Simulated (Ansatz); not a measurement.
Reaction (SMILES): [F][Ga] (F-Ga) (closed-shell singlet) → F atom + Ga atom
B3LYP-D3(BJ)/def2-TZVP geometries, fixed; electronic energies without zero-point terms.
Largest species:
```
Ga
F 1 1.8005
```

Basis-set convergence of the atomisation energy at HF with Ansatz (a quantum-chemistry and plane-wave program). All functions are spherical. Open shells are unrestricted. No added dispersion term, no relativity. Functions are those of the species that has most. Reference: the value in aug-cc-pV5Z, 97.50 kcal/mol, itself unsure by roughly 0.12 kcal/mol (its mean distance from pcseg-4, aug-pcseg-3, aug-cc-pVQZ). Deviations are taken from unrounded values.

```json
[
 {"basis": "cc-pVDZ", "functions": "41", "atomisation energy (kcal/mol)": "92.20", "minus reference (kcal/mol)": "-5.30"},
 {"basis": "def2-SVP", "functions": "46", "atomisation energy (kcal/mol)": "95.95", "minus reference (kcal/mol)": "-1.55"},
 {"basis": "aug-pcseg-1", "functions": "59", "atomisation energy (kcal/mol)": "99.44", "minus reference (kcal/mol)": "1.94"},
 {"basis": "def2-SVPD", "functions": "61", "atomisation energy (kcal/mol)": "99.22", "minus reference (kcal/mol)": "1.72"},
 {"basis": "cc-pVTZ", "functions": "73", "atomisation energy (kcal/mol)": "96.07", "minus reference (kcal/mol)": "-1.43"},
 {"basis": "pcseg-2", "functions": "73", "atomisation energy (kcal/mol)": "96.68", "minus reference (kcal/mol)": "-0.82"},
 {"basis": "def2-TZVPP", "functions": "79", "atomisation energy (kcal/mol)": "96.81", "minus reference (kcal/mol)": "-0.69"},
 {"basis": "pcseg-3", "functions": "128", "atomisation energy (kcal/mol)": "97.55", "minus reference (kcal/mol)": "0.05"},
 {"basis": "def2-QZVP", "functions": "132", "atomisation energy (kcal/mol)": "97.39", "minus reference (kcal/mol)": "-0.11"},
 {"basis": "def2-QZVPP", "functions": "146", "atomisation energy (kcal/mol)": "97.49", "minus reference (kcal/mol)": "-0.01"},
 {"basis": "aug-cc-pVQZ", "functions": "173", "atomisation energy (kcal/mol)": "97.52", "minus reference (kcal/mol)": "0.02"},
 {"basis": "aug-pcseg-3", "functions": "178", "atomisation energy (kcal/mol)": "97.61", "minus reference (kcal/mol)": "0.11"},
 {"basis": "aug-cc-pV5Z", "functions": "267", "atomisation energy (kcal/mol)": "97.50", "minus reference (kcal/mol)": "0.00"}
]
```
